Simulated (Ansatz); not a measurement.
Compare A (`CC#[N+][GaH3-]`) with its isomer B (`C=C[NH][GaH2]`).

Calculated with Ansatz (gas phase, PBE0-D4/def2-TZVP geometries, no zero-point term in ΔE). CCSD(T)/CBS is the MP2 limit (def2-TZVPP, def2-QZVPP) plus CCSD(T) − MP2 in def2-TZVPP, frozen cores. DFT in def2-TZVPP. For Ga outer-core shells are correlated without core-valence functions, which leaves a few kJ/mol of doubt a bond. Scalar relativity is left out up to krypton. One conformer a species, not always the lowest.

Which is lower in electronic energy at CCSD(T)/CBS, and by how much? (Best estimate.)

Computed: B, by 8.1 kcal/mol.

Give E(B) − E(A) in kcal/mol with BLYP-D4, PBE-D4, MP2/def2-TZVPP, CCSD(T)/def2-SVP, ωB97M-V, CCSD(T)/def2-TZVPP, B2PLYP. (Estimate.)

Computed: BLYP-D4 -8.3, PBE-D4 -11.3, MP2/def2-TZVPP -5.3, CCSD(T)/def2-SVP -3.0, ωB97M-V -7.7, CCSD(T)/def2-TZVPP -5.5, B2PLYP -6.4. None reverses the order clearly.

Largest T1 diagnostic: 0.014.

In def2-TZVPP, CCSD(T) changes the Hartree–Fock value by −3.6 kcal/mol (the triples alone add −0.4 kcal/mol) and MP2 by −3.4 kcal/mol. The D4 term adds −0.9 kcal/mol with B3LYP and −0.4 kcal/mol with PBE0; it sums over pairs of atoms, weighted by their polarisabilities, and B3LYP, whose exchange is more repulsive, gets the larger term.

B3LYP here is the variant with VWN-RPA as its local correlation; programs differ in this.
